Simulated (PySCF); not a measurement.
## CuF: a composite coupled-cluster calculation

State: ¹Σ⁺, singlet, closed shell. De refers to Cu (3d10 4s1) + F. RHF-based CCSD(T) in PySCF 2.14 with Cu cc-pVTZ-PP with ECP10, F cc-pVTZ and Cu cc-pVQZ-PP with ECP10, F cc-pVQZ (frozen core orbitals: 5; scalar-relativistic core potentials). Correlation energies are extrapolated as n⁻³ (n = 3, 4), Hartree–Fock as (n+1)·exp(−9√n). CV is the change on freezing 0 orbitals instead, in Cu cc-pwCVTZ-PP with ECP10, F cc-pwCVTZ.

```tsv
Level	Re (Å)	ωe (cm⁻¹)	ωexe (cm⁻¹)	αe (cm⁻¹)	De (eV)
CCSD(T)/TZ	1.7390	630.4	3.38	0.00314	4.046
CCSD(T)/QZ	1.7411	625.4	3.45	0.00318	4.190
HF/CBS	1.8020	575.7	3.11	0.00285	2.299
MP2/CBS	1.7186	639.2	3.31	0.00327	4.659
CCSD/CBS	1.7504	619.3	3.37	0.00307	4.087
CCSD(T)/CBS	1.7415	626.1	3.48	0.00317	4.254
CCSD(T)/CBS+CV	1.7436	623.7	3.42	0.00315	4.226
```

Question: How much is left between CCSD(T)/QZ and the basis-set limit, and how much do the triples give at the limit?

Answer: CCSD(T)/CBS less CCSD(T)/QZ: +0.4 mÅ in Re, +0.7 cm⁻¹ in ωe and +0.064 eV in De. CCSD(T)/CBS less CCSD/CBS: -8.9 mÅ in Re, +6.8 cm⁻¹ in ωe and +0.167 eV in De.

Question: What do the later terms add?

Answer: CV: +2.1 mÅ in Re, -2.4 cm⁻¹ in ωe and -0.028 eV in De, each against the row above.

Measured (Huber and Herzberg, Constants of Diatomic Molecules (1979)): Re = 1.74493 Å, ωe = 622.65 cm⁻¹, ωexe = 3.95 cm⁻¹. The last row is off by -1.3 mÅ and 1.1 cm⁻¹.

The T1 diagnostic is 0.041, large enough to doubt a single reference. The open-shell atoms are computed with UHF. Spin–orbit coupling, excitations beyond (T) and corrections to the Born–Oppenheimer picture are left out.

The whole job (state search and all basis sets along the bond) took about 33 min on 4 threads of Arm Neoverse V1 (shared host), peak memory 8.6 GiB.
